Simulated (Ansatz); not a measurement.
Several settings on one geometry of the cluster Na2Te⁺ (that of the charge 1 doublet, r2SCAN-D4/def2-TZVP). Ansatz on 4 threads of Arm Neoverse V2 on a shared host; times are rough.

```xyz
3

Na   -1.266   -1.429   -1.941
Na    1.811    1.463    1.412
Te   -0.545   -0.034    0.529
```

Totals from different functionals, basis sets or treatments of relativity can't be compared as stabilities.

DK, ANO-RCC and x2c sets are all-electron and run with scalar relativity unless a key says otherwise. In the def2 sets Te takes a core potential; there is no spin–orbit coupling. Correlated methods freeze 6 core orbitals; core or outer-core shells of Na, Te are correlated, in sets that lack core-valence functions.

The spins typed aren't always the lowest for that charge.

Task: Give the basis size and estimate the energy, ⟨S²⟩ and time of these runs.

```
run                            method  charge    state                                                                                                                further keys
  1  UKS PBE0-D3(BJ)-ATM/x2c-TZVPPall       1  doublet                                                               final_grid: {core_spheres: 5, valence_spheres: 4, degree: 11}
  2            RKS B2PLYP/def2-mTZVPP       2  singlet                                                                                                                forces asked
  3               RKS PBE0/def2-TZVPP       0  singlet  final_grid: {core_spheres: 20, valence_spheres: 16, degree: 47}; scf: {omitted_lower_state_checks: [starts]}; forces asked
  4            UHF, bccd_t/def2-mTZVP       1  doublet                                                                                 scf: {omitted_lower_state_checks: [starts]}
```

Result: 
| run | functions | energy (Eh) | ⟨S²⟩ | wall time |
| --- | --- | --- | --- | --- |
| 1 | 124 | -7118.2508 | 0.75 | 4.5 s |
| 2 | 64 | -591.5732 | – | 2.2 s |
| 3 | 114 | -592.4893 | – | 1.8 s |
| 4 | 64 | -590.9443 | 0.76 | 13 s |

At RKS B2PLYP/def2-mTZVPP the restricted singlet is unstable: a solution with broken spin symmetry lies lower.
